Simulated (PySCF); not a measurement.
LiBe⁺, CCSD(T): how much the basis matters

PySCF, RHF reference; singlet, unpaired electrons none; De to Li⁺ + Be without counterpoise correction. Frozen cores follow the default of each basis and core potential.

```
      basis     relativity  functions  Re (Å)  ωe (cm⁻¹)  De (eV)  frozen orbitals
  def2-SVPD  no relativity         24   2.729        275     0.44                0
aug-pcseg-1  no relativity         26   2.679        276     0.44                0
aug-cc-pVDZ  no relativity         46   2.591        302     0.58                0
```

(1) How does each smaller set differ from the one with most functions, aug-cc-pVDZ?

Correlated steps freeze no core orbitals. Correlated levels converge slowly with the basis: in double zeta they bind strong bonds too weakly, by up to about 1 eV, and carry superposition errors of some tenths. For an ion De counts to the pair picked by the measured ionisation energies or electron affinities, which need not be the lowest pair at this level. The CCSD T1 diagnostic is raised in LiBe⁺, a sign that a single reference may not be enough there.

## Answers

(1) def2-SVPD: +13.8 pm, -8.9 % in ωe, -0.14 eV in De; aug-pcseg-1: +8.8 pm, -8.6 % in ωe, -0.14 eV in De. All at CCSD(T); the set with most functions is neither the basis-set limit nor always the best.
